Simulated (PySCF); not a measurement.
Cl₂GeH₄Si, SMILES [GeH3][SiH](Cl)Cl. Atoms are numbered in the order given.

```xyz
8

Si     0.5949     0.5816     0.0000
Cl     1.4896    -0.2141     1.6802
Cl     1.4896    -0.2141    -1.6802
Ge    -1.6676    -0.0701     0.0000
H      0.8463     2.0427     0.0000
H     -2.3704     0.4690    -1.2538
H     -2.3704     0.4690     1.2538
H     -1.7178    -1.6026     0.0000
```

Coordinates come from a ωB97X-D3(BJ)/def2-SVP optimisation. The structure was generated by enumeration, and PubChem lists no compound with its InChIKey, so it may never have been made.

These are TDDFT-LC-ωPBE/def2-SVPD run with PySCF values and carry that method's errors.

Vertical excitations. Isolated molecule, no solvent. State labels are in the subgroup Cs.

Computed excitation energies, oscillator strengths and character:
| state | symmetry | energy (eV) | λ (nm) | f | main pairs |
|---|---|---|---|---|---|
| S1 | A' | 6.97 | 178 | 0.018 | HOMO→LUMO 88 % |
| S2 | A" | 7.01 | 177 | 0.021 | HOMO→LUMO+1 90 % |
| S3 | A' | 8.07 | 154 | 0.322 | HOMO→LUMO+3 68 %, HOMO→LUMO+2 16 % |
| S4 | A" | 8.22 | 151 | 0.008 | HOMO−1→LUMO 57 %, HOMO−2→LUMO+1 24 % |
| S5 | A' | 8.32 | 149 | 0.181 | HOMO→LUMO+2 61 %, HOMO→LUMO+3 17 % |
| S6 | A' | 8.46 | 146 | 0.114 | HOMO−1→LUMO+1 43 %, HOMO−2→LUMO 32 % |
| S7 | A" | 8.48 | 146 | 0.001 | HOMO−3→LUMO 67 % |
| S8 | A' | 8.56 | 145 | 0.015 | HOMO−2→LUMO 43 %, HOMO−1→LUMO+1 30 % |
| S9 | A' | 8.86 | 140 | 0.018 | HOMO−3→LUMO+1 69 % |
| S10 | A" | 8.93 | 139 | 0.030 | HOMO→LUMO+6 61 %, HOMO→LUMO+7 12 % |
| T1 | A' | 6.21 | 200 | 0 | HOMO→LUMO 83 % |
| T2 | A" | 6.21 | 200 | 0 | HOMO→LUMO+1 87 % |
| T3 | A' | 6.96 | 178 | 0 | HOMO→LUMO+3 40 %, HOMO→LUMO+2 31 % |
| T4 | A" | 7.64 | 162 | 0 | HOMO−1→LUMO 60 %, HOMO−2→LUMO+1 13 % |
Triplets are in the Tamm–Dancoff approximation, which puts them higher than full response would, so one can lie above its singlet here.
